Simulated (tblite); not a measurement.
Species: C₅H₁₄SeSi.
Numbering: `[CH3:1][CH2:2][Se:3][Si@@H:4]([CH3:5])[CH2:6][CH3:7]` (hydrogens: H8, H9, H10 on C1; H11, H12 on C2; H13 on Si4; H14, H15, H16 on C5; H17, H18 on C6; H19, H20, H21 on C7)

Computed with GFN2-xTB (tblite), gas phase: L-BFGS steps from a force-field or distance-geometry start until the largest atomic force falls under 0.01 eV/Å.

Step 82: E = -619.3076 eV
```
atom  x, y, z in Å  |  force x, y, z in eV/Å
C1     -2.9398    1.0040    0.1340    0.002  -0.018  -0.016
C2     -2.8114   -0.5046    0.1074   -0.014  -0.003  -0.008
Se3    -1.4146   -1.1229   -1.1445    0.040  -0.001   0.014
Si4     0.4517   -0.7297    0.1582    0.016  -0.059   0.070
C5      1.7443   -2.0036   -0.4053   -0.020   0.005  -0.006
C6      1.1229    1.0506   -0.0371    0.018  -0.013  -0.011
C7      2.5871    1.1663    0.3707    0.051   0.005   0.041
H8     -2.0237    1.4639    0.5012   -0.035  -0.009   0.014
H9     -3.1356    1.3809   -0.8678    0.001   0.012   0.003
H10    -3.7676    1.2949    0.7792    0.032   0.008   0.021
H11    -2.5636   -0.9117    1.0893    0.000   0.014  -0.028
H12    -3.7307   -0.9717   -0.2493   -0.002   0.021   0.011
H13     0.0270   -1.0061    1.5433    0.012   0.051  -0.023
H14     1.3439   -3.0110   -0.3293    0.034   0.025  -0.034
H15     2.0228   -1.8314   -1.4427   -0.006  -0.040   0.029
H16     2.6437   -1.9506    0.2007   -0.038  -0.003  -0.016
H17     0.5361    1.7563    0.5557   -0.003  -0.045  -0.045
H18     1.0217    1.3559   -1.0810   -0.016   0.023   0.005
H19     2.7150    0.9286    1.4249   -0.025  -0.012  -0.016
H20     2.9567    2.1778    0.2071   -0.023  -0.013  -0.007
H21     3.2052    0.4813   -0.2056   -0.025   0.052   0.003
```

Step 83: E = -619.3082 eV
```
atom  x, y, z in Å  |  force x, y, z in eV/Å
C1     -2.9344    1.0036    0.1362   -0.006  -0.003  -0.009
C2     -2.8151   -0.5057    0.1077    0.003   0.028  -0.012
Se3    -1.4138   -1.1334   -1.1336    0.048  -0.002   0.002
Si4     0.4549   -0.7304    0.1637    0.035  -0.052   0.028
C5      1.7470   -2.0025   -0.4079   -0.022   0.003   0.014
C6      1.1201    1.0512   -0.0438    0.034  -0.054   0.002
C7      2.5811    1.1691    0.3732   -0.024   0.010  -0.002
H8     -2.0220    1.4597    0.5150    0.003  -0.016   0.004
H9     -3.1191    1.3841   -0.8662    0.000   0.014   0.000
H10    -3.7642    1.3000    0.7761    0.003  -0.006   0.015
H11    -2.5757   -0.9145    1.0899   -0.006  -0.002  -0.003
H12    -3.7343   -0.9652   -0.2574   -0.013   0.008   0.015
H13     0.0415   -1.0019    1.5517    0.002   0.046  -0.006
H14     1.3435   -3.0084   -0.3345    0.022   0.003  -0.040
H15     2.0210   -1.8271   -1.4454   -0.002  -0.036   0.015
H16     2.6501   -1.9597    0.1936   -0.050   0.023  -0.013
H17     0.5287    1.7567    0.5418   -0.026  -0.005  -0.027
H18     1.0264    1.3498   -1.0894   -0.030   0.026  -0.016
H19     2.7020    0.9314    1.4239   -0.014  -0.031   0.126
H20     2.9548    2.1762    0.2108   -0.012   0.082  -0.022
H21     3.1986    0.4841   -0.1961    0.057  -0.034  -0.074
```

Q: Estimate the geometry and energy of step 84. (The exact step hangs on the optimiser's Hessian estimate; all steps are aligned on step 83, rigid shifts and turns removed.)

A: E = -619.3091 eV, largest force 0.045 eV/Å
```
atom  x, y, z in Å  |  force x, y, z in eV/Å
C1     -2.9254    1.0035    0.1393   -0.001   0.004  -0.008
C2     -2.8188   -0.5072    0.1088    0.003   0.034  -0.016
Se3    -1.4152   -1.1429   -1.1269    0.035  -0.001   0.004
Si4     0.4542   -0.7335    0.1678    0.030  -0.033   0.003
C5      1.7468   -2.0001   -0.4123   -0.016  -0.008   0.007
C6      1.1180    1.0481   -0.0471    0.024  -0.030   0.001
C7      2.5771    1.1720    0.3775   -0.004  -0.013   0.009
H8     -2.0106    1.4514    0.5244   -0.020  -0.027  -0.002
H9     -3.1007    1.3884   -0.8640    0.003  -0.001   0.025
H10    -3.7567    1.3055    0.7752    0.016  -0.007   0.006
H11    -2.5874   -0.9208    1.0913   -0.009   0.009  -0.011
H12    -3.7408   -0.9580   -0.2616    0.006   0.012   0.017
H13     0.0437   -1.0053    1.5553    0.001   0.043   0.012
H14     1.3475   -3.0076   -0.3432    0.011  -0.007  -0.033
H15     2.0188   -1.8207   -1.4496   -0.004  -0.026   0.011
H16     2.6507   -1.9579    0.1871   -0.033   0.023  -0.002
H17     0.5223    1.7593    0.5285   -0.014  -0.026  -0.032
H18     1.0283    1.3389   -1.0963   -0.017   0.014   0.007
H19     2.6908    0.9502    1.4352   -0.016  -0.009   0.034
H20     2.9511    2.1778    0.1995   -0.017   0.031  -0.004
H21     3.1975    0.4758   -0.1793    0.025   0.018  -0.026
```

The energy changes by -0.0009 eV. The first-order estimate −F·Δx gives -0.0014 eV and the mean of the old and new forces, exact on a quadratic surface, -0.0009 eV. The step makes an angle of 84° with the force vector and moves no atom by more than 0.025 Å.

What follows is the cost of the whole relaxation. Hardware: one thread of an Arm Neoverse V2, shared host with 64 logical CPUs at a one-minute load of 5.7. Cost: 1.2 s of wall time.
